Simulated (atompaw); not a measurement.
# u(r) = r·R(r): atom against pseudo-atom (nickel)

Columns: radius, all-electron u(r) and pseudo u(r) of the 3d shell (level -17.92 eV) of nickel in the configuration [Ar] 3d8 4s1 4p0; PBE, scalar-relativistic, PAW (atompaw) scheme, atompaw 4.2.0.5.

| r (bohr) | all-electron | pseudo |
| --- | --- | --- |
| 0.083 | 0.0619 | 0.0035 |
| 0.165 | 0.2604 | 0.0262 |
| 0.248 | 0.5003 | 0.0829 |
| 0.331 | 0.7060 | 0.1787 |
| 0.413 | 0.8515 | 0.3061 |
| 0.496 | 0.9409 | 0.4537 |
| 0.579 | 0.9814 | 0.5999 |
| 0.662 | 0.9854 | 0.7243 |
| 0.744 | 0.9651 | 0.8109 |
| 0.827 | 0.9290 | 0.8549 |
| 0.910 | 0.8839 | 0.8574 |
| 0.992 | 0.8347 | 0.8293 |
| 1.075 | 0.7833 | 0.7833 |
| 1.158 | 0.7321 | 0.7322 |
| 1.240 | 0.6829 | 0.6829 |
| 1.323 | 0.6351 | 0.6351 |
| 1.406 | 0.5898 | 0.5898 |
| 1.488 | 0.5477 | 0.5477 |
| 1.571 | 0.5077 | 0.5077 |
| 1.654 | 0.4703 | 0.4703 |
| 1.737 | 0.4355 | 0.4355 |
| 1.819 | 0.4034 | 0.4034 |
| 1.902 | 0.3733 | 0.3733 |
| 1.985 | 0.3454 | 0.3454 |
| 2.067 | 0.3197 | 0.3197 |
| 2.150 | 0.2957 | 0.2957 |

Q: How many radial nodes do the two functions have?

A: The all-electron 3d function has n − l − 1 = 0; the pseudo-wave has 0.

Q: At about which radius was the pseudo-wave matched?

A: 1.20 bohr. The columns agree to 0.0005 from 1.07 bohr on; several derivatives are matched, so the curves merge somewhat inside the radius.

Q: Where does each function peak?

A: Outermost all-electron maximum near 0.66 bohr, pseudo maximum near 0.91 bohr (to the table’s step).

Q: Is the pseudo-wave norm-conserving?

A: No, it belongs to a PAW set: the norm inside the radius is not constrained, and the difference is carried by the augmentation charge.
